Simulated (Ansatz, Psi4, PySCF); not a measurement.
C3F6, triplet, at a GFN2-xTB geometry (a higher spin typed on purpose: for a closed-shell molecule this is an excited state). Base run: CCSD(T)/STO-3G run with PySCF.

Input for PySCF:
```python
from pyscf import gto, scf, cc

mol = gto.M(
    atom='''
F     2.24180610   -0.01504848   -0.67225413
C     1.48256483    0.21210371    0.40084165
F     1.63666190    1.47421199    0.80383342
C     0.18045076   -0.40670960    0.49176153
F    -0.01977017   -1.37904404    1.38117812
C    -1.03302769   -0.07382793   -0.35157085
F    -2.07511199    0.30564498    0.39834754
F    -0.75958953    0.91672918   -1.19651435
F    -1.44398826   -1.12353778   -1.07527882
''',
    basis='sto-3g',
    spin=2,
    verbose=4,
)

mf = scf.UHF(mol)
mf.kernel()

mycc = cc.CCSD(mf)
mycc.kernel()
et = mycc.ccsd_t()
print('E(CCSD(T)) = %.10f' % (mycc.e_tot + et))
```

The same geometry, method and basis name were run in Ansatz (an electronic-structure program) and Psi4 and PySCF, at each program's defaults and at the settings that a row names. The base is PySCF at its defaults. Differences at the defaults can come from grids, fitting, cores and function types together.

```csv
code and settings,ΔE vs base (µEh),basis functions,E (Eh),SCF cycles
"PySCF, defaults (exact integrals, spherical functions, all electrons correlated)",0.0,45,-700.64187,12
"Psi4, defaults (exact integrals, spherical functions, all electrons correlated)",0.1,45,-700.64187,15
"Ansatz, defaults (factorised integrals, spherical functions, frozen core)",1215,45,-700.64065,-
"PySCF, frozen core",1195,45,-700.64067,12
"Psi4, exact integrals, spherical functions, frozen core",1195,45,-700.64067,15
"Ansatz, high accuracy, frozen core",1194,45,-700.64067,-
```

Open shells are given as the SCF converged; they aren't shown to be the lowest states, and a large step between rows can be another state.
